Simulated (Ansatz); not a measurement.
Geometry optimisation, Ansatz 0.2.0, RKS PBE/def2-SVP.

input.yaml

```yaml
crystal:
  periodic: [false, false, false]
  atoms:
    - { symbol: Sn, position_ang: [0.0, 0.0, 0.0] }
    - { symbol: H, position_ang: [0.0, 0.0, 2.09] }
    - { symbol: H, position_ang: [1.6408, 0.0, -0.5794] }
    - { symbol: H, position_ang: [-0.8195, 1.4198, -0.5794] }
    - { symbol: H, position_ang: [-0.8195, -1.4198, -0.5794] }
    - { symbol: "N", position_ang: [-2.2776, 0.0, 0.7568] }
    - { symbol: H, position_ang: [-2.9976, -0.6071, 0.2705] }
    - { symbol: H, position_ang: [-2.5634, 0.6071, 1.5773] }
    - { symbol: H, position_ang: [-1.0919, 0.0, 1.9721] }
basis:
  gaussian: { orbitals: def2-SVP }
hamiltonian:
  xc: pbe
relax:
  f_tol: 0.15
  max_steps: 25
  restrain:
    - { distance: [0, 5], at: 2.1, k: 30.0 }
    - { distance: [8, 1], at: 0.66, k: 30.0 }
    - { distance: [0, 1], at: 2.94, k: 30.0 }
    - { distance: [8, 5], at: 2.26, k: 30.0 }
```

Command:

```bash
$ ansatz run input.yaml --threads 1 --pin off --max-ram 2048MiB --backend cpu --events-out ev --progress --plain --runs-dir out
```

Task: Where does it end, and by what steps?

Result: The forces met the threshold. The restraints hold the end off the free minimum. After 10 steps the energy has fallen by 3.335 eV (the restraints' own energy left out); H3 moved furthest, 1.20 Å. Joined: H2–H9 (1.10 → 0.72 Å).

| step | energy less start (eV) | largest force component (eV/Å) | accepted |
| --- | --- | --- | --- |
| 0 | 0.0000 | 2.341 | yes |
| 1 | -0.2857 | 1.932 | yes |
| 2 | -0.8282 | 2.317 | yes |
| 3 | -1.7734 | 2.492 | yes |
| 4 | -2.3824 | 1.982 | yes |
| 5 | -2.7623 | 1.678 | yes |
| 6 | -3.0288 | 1.630 | yes |
| 7 | -3.1940 | 1.671 | yes |
| 8 | -3.2914 | 1.719 | yes |
| 9 | -3.3140 | 1.910 | yes |
| 10 | -3.3346 | 1.892 | yes |

```xyz
9
Properties=species:S:1:pos:R:3
Sn -0.540 0.041 -0.469
H -0.085 -0.066 2.447
H 0.954 -0.130 0.397
H -0.561 1.576 -1.263
H -0.728 -1.263 -1.586
N -2.316 0.020 0.633
H -2.453 -0.866 1.139
H -2.405 0.785 1.314
H -0.796 -0.096 2.316
```

Time of the run: 23 s on 1 thread of Arm Neoverse V1, with other jobs on the host, peak memory 0.13 GiB.
